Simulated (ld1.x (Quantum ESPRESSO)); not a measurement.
Plane-wave convergence, ultrasoft potential for tungsten

```json
{
  "Element": "tungsten (W)",
  "Generator": "ld1.x (Quantum ESPRESSO) 7.5",
  "Type": "ultrasoft",
  "Functional": "BLYP",
  "Relativity": "fully relativistic",
  "Frozen core": "[Xe] 4f14",
  "Valence charge": "6",
  "Reference configuration": "5d4 6s0 6p0 (charge +2)",
  "Partial waves": "6s (bound, empty): rcut 2.60, rcutus 2.80 bohr; 6s channel at -0.2 Ry: rcut 2.60, rcutus 2.80 bohr; 6p (bound, empty): rcut 2.05, rcutus 2.55 bohr; 6p channel at -0.55 Ry: rcut 2.05, rcutus 2.55 bohr; 5d (bound): rcut 1.75, rcutus 2.35 bohr; 5d channel at -0.5 Ry: rcut 1.75, rcutus 2.35 bohr",
  "Local potential": "all-electron potential smoothed inside 2.15 bohr (lloc = -1)",
  "Core correction": "none",
  "Augmentation charge": "built from norm-conserving waves at rcut, not smoothed further"
}
```

Open shells are filled in proportion to 2j + 1 (rel_dist='average').

The pseudo-atom Hamiltonian at the reference potential is diagonalised in spherical Bessel functions j_l(qr) that vanish at 20 bohr, with q² up to the cutoff. All-electron valence levels (Ry): 6s -1.4280, 6p1/2 -1.0245, 6p3/2 -0.9453, 5d3/2 -1.4947, 5d5/2 -1.4338.

Question: How do the lowest levels (Ry) of each channel move with the cutoff, and are there ghosts?

Answer:

```tsv
cutoff (Ry)	s #1	p1/2 #1	p1/2 #2	p3/2 #1	p3/2 #2	p3/2 #3	d3/2 #1	d5/2 #1	d5/2 #2	f #1	Σ f·Δε (mRy)
8	-1.4278	-1.0240	-0.4282	-1.8327	-0.9436	-0.4036	-1.3480	-1.2837	-0.4513	-0.3300	595.0
10	-1.4279	-1.0244	-0.7359	-2.0611	-0.9451	-0.4042	-1.4248	-1.3616	-0.4662	-0.3307	285.2
12	-1.4280	-1.0458	-1.0239	-2.1746	-0.9451	-0.4043	-1.4667	-1.4052	-0.4754	-0.3311	113.5
15	-1.4280	-1.2441	-1.0245	-2.2430	-0.9452	-0.4043	-1.4858	-1.4251	-0.4803	-0.3314	35.2
18	-1.4280	-1.2871	-1.0245	-2.2581	-0.9453	-0.4043	-1.4938	-1.4330	-0.4831	-0.3315	3.4
21	-1.4280	-1.3016	-1.0245	-2.2635	-0.9453	-0.4043	-1.4943	-1.4335	-0.4836	-0.3315	1.4
25	-1.4280	-1.3067	-1.0245	-2.2655	-0.9453	-0.4043	-1.4943	-1.4335	-0.4837	-0.3315	1.4
30	-1.4280	-1.3079	-1.0245	-2.2659	-0.9453	-0.4043	-1.4945	-1.4337	-0.4837	-0.3315	0.6
35	-1.4280	-1.3086	-1.0245	-2.2661	-0.9453	-0.4043	-1.4947	-1.4338	-0.4837	-0.3315	0.2
40	-1.4280	-1.3088	-1.0245	-2.2661	-0.9453	-0.4043	-1.4947	-1.4338	-0.4838	-0.3315	0.1
400	-1.4280	-1.3090	-1.0245	-2.2662	-0.9453	-0.4043	-1.4947	-1.4338	-0.4838	-0.3315	0.0
```

Result: ghost states, extra bound levels that the all-electron valence spectrum of the same l lacks: p3/2 at -30.8 eV, p1/2 at -17.8 eV, s at -14.8 eV (a true bound ghost makes a file unfit for plane-wave use); 10 mRy is reached at 18 Ry and 1 mRy at 30 Ry.

Test run stopped at test 1 of 7 (negative rho).
